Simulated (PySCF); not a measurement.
# [Sm(NH3)]2+ at several levels of theory

Computed with PySCF 2.14.0 (density fitting, no spin-orbit coupling) at the geometry relaxed with BP86:

```xyz
5
[Sm(NH3)]2+ (singlet in the valence; each metal's 4f electrons, 6 of them, lie in its core potential, out of spins and levels)
Sm    0.0000    0.0000   -0.2219
N     0.0000    0.0000    2.3863
H     0.9404    0.0000    2.8315
H    -0.4703    0.8144    2.8315
H    -0.4702   -0.8145    2.8315
```

| level | basis | state | HOMO (eV) | gap (eV) | charge on Sm1 (e) | population of f-type functions on Sm1 (polarisation alone where 4f lies in the core) | dipole about the centre of mass (D) | largest force component (eV/Å) |
| --- | --- | --- | --- | --- | --- | --- | --- | --- |
| BP86 | Sm lcecp-0-SVP with ECP52, N def2-SVP, H def2-SVP | singlet | – | – | 1.69 | 0.01 | 2.33 | 0.00 |
| PBE | the same | singlet | – | – | 1.68 | 0.01 | 2.35 | 0.04 |
| wB97X | the same | singlet | – | – | 1.74 | 0.01 | 1.95 | 0.53 |
| HF | the same | singlet | – | – | 1.80 | 0.01 | 1.72 | 1.61 |
| BP86 | Sm lcecp-0-TZVP with ECP52, N def2-TZVP, H def2-TZVP | singlet | – | – | 1.81 | 0.01 | 2.33 | 0.37 |

In the lcecp rows the 4f levels are missing from HOMO and gap, and the state counts the valence alone.

Charges are Mulliken's, which hang on the basis. The relaxation used the grid (50, 194), these runs (75, 302) or, all-electron (x2c bases, spin-free X2C Hamiltonian), (99, 590).

Problem. What does M06-L with Sm lcecp-0-SVP with ECP52, N def2-SVP, H def2-SVP give here?

Solution. state singlet, charge on Sm1 (e) 1.75, population of f-type functions on Sm1 (polarisation alone where 4f lies in the core) 0.01, dipole about the centre of mass (D) 1.99, largest force component (eV/Å) 0.47. Time: 2.6 s on 2 threads of Arm Neoverse V1 (shared host), from an already converged density.

An lcecp potential fixes the number of 4f electrons, so in runs with it no electron can move into or out of that shell.
